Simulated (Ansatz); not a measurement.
Computed with Ansatz on PBE0-D4/def2-TZVP structures; ΔE is electronic, products minus reactants. CCSD(T)/CBS is the MP2 limit (def2-TZVPP, def2-QZVPP) plus CCSD(T) − MP2 in def2-TZVPP, frozen cores. This one scheme is used for every species. Functionals use def2-TZVPP. Each species was taken in one conformer, which may not be the lowest.

Reaction (ligand exchange at the Si–S bond): `CS[Si](F)(Cl)Cl` + `N[SiH2]F` → `F[SiH2]N[Si](F)(Cl)Cl` + CH₃SH

CCSD(T)/CBS gives -2.3 kcal/mol.

Task: Another level gave 0.0 kcal/mol. Which?
A. CAM-B3LYP/def2-TZVPP
B. RPA@PBE/def2-TZVPP
C. LDA (SPW92)/def2-TZVPP
D. PBE-QIDH/def2-TZVPP

Result: C. LDA (SPW92) 0.0, RPA@PBE/def2-TZVPP -4.4, PBE-QIDH -1.9, CAM-B3LYP -3.4 kcal/mol.

Largest T1 diagnostic among the species: 0.011.

In def2-TZVPP, CCSD(T) changes the Hartree–Fock value by +2.7 kcal/mol (the triples alone add +0.8 kcal/mol) and MP2 by +4.1 kcal/mol. From BLYP to BHLYP (50 % exact exchange), in def2-TZVPP and without D4, ΔE moves by −2.4 kcal/mol.
